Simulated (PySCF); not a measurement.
## Excitation energy of Ge by level of theory

Ge [Ar] 3d10 4s2 4p2 (3P) → Ge [Ar] 3d10 4s2 4p1 4d1 (high-spin determinant), as a difference of total energies. Calculation: PySCF 2.14, in aug-cc-pVTZ-PP with one added diffuse shell each of s, d, f type with ECP10MDF (7s5p5d3f, 68 functions); a scalar-relativistic core potential. Correlated levels: valence: 3s2 3p6 3d10 frozen. The calculations carry no spin-orbit coupling.

```
           method  excitation energy (eV)
              UHF                   5.817
    MP2 (valence)                   6.054
SCS-MP2 (valence)                   6.004
   CCSD (valence)                   5.970
CCSD(T) (valence)                   5.943
```

Task: How much does correlation contribute at CCSD(T) (valence)?

Result: 5.943 − (5.817) = 0.126 eV, measured against UHF.

The promoted electron is Rydberg-like, and one or two diffuse shells describe it only roughly, which tends to raise the upper state.

The coupled-cluster amplitudes are large for the upper state (T1 above 0.03 or a double amplitude above 0.15), so a single reference is strained.

The determinant of the upper state mixes LS terms, which raises its energy above the lowest term, most at the Hartree-Fock and MP2 levels.
